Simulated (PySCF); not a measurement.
Species: C₄H₉PSi (charge +1 and doublet state).
Cartesian coordinates in Å at the GFN2-xTB level; atoms count from 1:
```xyz
15
C4H9PSi angstrom
C     -2.6108    0.1091    0.3777
C     -1.7555   -0.8078   -0.4991
C     -0.4020   -0.3575   -0.5893
C      0.7349    0.0692   -0.6649
Si     2.4338    0.7256   -0.8210
P      3.1293   -0.4115    1.1485
H     -3.6242   -0.2783    0.4240
H     -2.6448    1.1142   -0.0352
H     -2.2125    0.1638    1.3878
H     -1.7562   -1.8279   -0.0988
H     -2.1747   -0.8570   -1.5098
H      3.2579    0.1231   -1.8602
H      2.6056    2.1281   -0.4664
H      2.7958   -1.7547    1.0210
H      2.2192   -0.1417    2.1637
```

The hyperfine couplings belong to this conformer and change with its torsions.

The species is `CCC#C[SiH2][PH2+]` [radical] (charge +1).

Computed with PySCF, UKS B3LYP, pcH-1 on C H P Si, non-relativistic, mean-field spin-orbit, GIAO. One conformer (not necessarily the lowest) at the GFN2-xTB geometry, without solvent, vibrations or thermal averaging. A GFN2-xTB geometry isn't a minimum of the functional, and hyperfine couplings can be far from their values at a DFT geometry, by a factor of two or more for some ions and for spin on atoms past the first row. No stability test was run, so a lower SCF solution isn't excluded.

Problem. The isotropic 13C couplings are +45.1, +14.0, -7.1 MHz. Assign them to C2; C3; C4.

Solution. 
| site | a_iso (MHz) | ρ(0) (bohr⁻³) | position | distance from P6 (Å) | spin population | largest \|T\| (MHz) |
| --- | --- | --- | --- | --- | --- | --- |
| C2 | -7.1 | -0.0063 | 4 bonds from P6 | 5.17 | -0.01 | 2.6 |
| C3 | +14.0 | +0.0125 | 3 bonds from P6 | 3.94 | +0.19 | 33.8 |
| C4 | +45.1 | +0.0400 | 2 bonds from P6 | 3.04 | +0.05 | 21.2 |

ρ(0) is the spin density at the nucleus and T the dipolar tensor; a_iso includes a spin–orbit part; entries for several nuclei are means. Largest spin populations (Mulliken): P6 (+0.74) and C3 (+0.19). The angles at P6 add up to 312.7°, so it is pyramidal.

Means are taken over nuclei equivalent by connectivity, which assumes that they swap fast.

Time: 84 s of wall time (with the writing of density and orbital grids); peak memory 0.91 GiB. Hardware: Arm Neoverse V1, one thread, no GPU, shared host with 32 logical CPUs at a one-minute load of 27.
